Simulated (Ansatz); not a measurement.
The same path of C4H13AlSi (19 atoms, charge 0, multiplicity 1) was run twice with different band settings. The coordinate that changes most is the dihedral Al6–Si3–C4–H13.

These are results of Ansatz, RKS B3LYP-D4/6-31G, not measurements.

Relaxed end points:

```xyz
19
Properties=species:S:1:pos:R:3
C 1.763 -0.279 -1.584
C 1.470 0.389 -0.227
Si -0.339 0.109 0.405
C -0.650 -1.792 0.549
C -1.563 0.794 -0.924
Al -0.732 1.214 2.588
H 1.621 -1.366 -1.533
H 2.796 -0.098 -1.905
H 1.102 0.105 -2.370
H 2.164 0.012 0.537
H 1.649 1.472 -0.293
H -1.669 -1.996 0.896
H 0.051 -2.260 1.249
H -0.522 -2.269 -0.430
H -1.418 0.267 -1.875
H -2.603 0.649 -0.611
H -1.404 1.864 -1.102
H 0.406 2.063 3.357
H -2.163 1.119 3.330
```

```xyz
19
Properties=species:S:1:pos:R:3
C 1.485 -0.219 -1.853
C 1.415 0.398 -0.443
Si -0.272 0.091 0.458
C -0.571 -1.814 0.567
C -1.688 0.835 -0.625
Al -0.291 1.107 2.719
H 1.355 -1.308 -1.821
H 2.452 -0.018 -2.332
H 0.704 0.187 -2.508
H 2.221 -0.006 0.185
H 1.585 1.482 -0.497
H -0.609 -2.245 -0.441
H -1.522 -2.033 1.065
H 0.230 -2.315 1.121
H -1.700 0.353 -1.610
H -2.665 0.672 -0.155
H -1.555 1.912 -0.775
H 0.970 1.914 3.322
H -1.585 1.001 3.679
```

Common settings: spring 5.0 eV/Å²; optimiser quadratic models (default); start path IDPP; force threshold 0.03 eV/Å; end points relaxed.

| run | movable images | climbing image | iteration limit |
| --- | --- | --- | --- |
| 1 | 5 | yes | 33 |
| 2 | 3 | no | 48 |

Task: What does each run give, and how far can it be trusted?

Result: Run 1: converged after 5 iterations, highest image 0.059 eV above the first end. A vibrational analysis at the climbing image gives one clearly imaginary mode, 152i cm⁻¹, and a faint second one (26i cm⁻¹) that may be numerical noise or a soft torsion: probably a first-order saddle point.
Run 2: converged after 5 iterations, highest image 0.059 eV above the first end. No image climbed, so the highest image needn't sit at the top of the path. So few images can step over the top or miss a turn of the path.
Limits of this set-up: no polarisation functions.
